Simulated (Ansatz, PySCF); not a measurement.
Spin states of O3W (SMILES [O]=[W](=[O])=[O]), each relaxed with B3LYP-D3(BJ)/def2-TZVP.
State 1 (charge 0, multiplicity 1):
```
atom    x (Å)    y (Å)    z (Å)
----  -------  -------  -------
W      0.1938   0.3447   0.2524
O      1.3391  -0.4653  -0.7568
O     -0.5837  -0.8536   1.2250
O     -1.0073   1.0411  -0.7765
```
State 2 (charge 0, multiplicity 3):
```xyz
4

W      0.13255     0.19425     0.16332
O      1.44801    -0.47887    -0.71763
O     -0.53466    -0.88049     1.32925
O     -1.10388     1.23208    -0.83088
```

Singlets are restricted, other states unrestricted; no spin–orbit coupling, no relativity up to Kr; see below for the cores. The largest T1 diagnostic is 0.036.

Correlated levels freeze the inner cores; with def2 sets outer-core shells near the valence are correlated too. CBS: X⁻³ extrapolation of the correlation energy, Hartree–Fock from the larger set.

Codes used: Ansatz (Gaussian basis) for Hartree–Fock, density functionals and correlated methods; PySCF for the dispersion terms.  In def2 rows elements past Kr take small-core potentials, without spin–orbit coupling.

| level | energy of the multiplicity-3 state less that of the multiplicity-1 state (kJ/mol) |
|---|---|
| SVWN5/def2-TZVPP | 208.6 |
| PBE/def2-TZVPP | 175.2 |
| r2SCAN/def2-TZVPP | 151.0 |
| r2SCAN-D3(BJ)/def2-TZVPP | 151.0 |
| r2SCAN-D4/def2-TZVPP | 151.0 |
| PBE0/def2-TZVPP | 148.9 |
| BHLYP-D4/def2-TZVPP | 101.6 |
| B2PLYP/def2-TZVPP | ? |
| CCSD(T)/CBS(def2-SVP, def2-TZVPP) | 172.0 |

Q: Complete the blanks.

A: 
- B2PLYP/def2-TZVPP, energy of the multiplicity-3 state less that of the multiplicity-1 state (kJ/mol): 185.2

Doubts at one or more of the structures used: a restricted determinant that unrestricted orbitals would lower (CCSD(T)/CBS(def2-SVP, def2-TZVPP)).

Ansatz is a first-principles code.
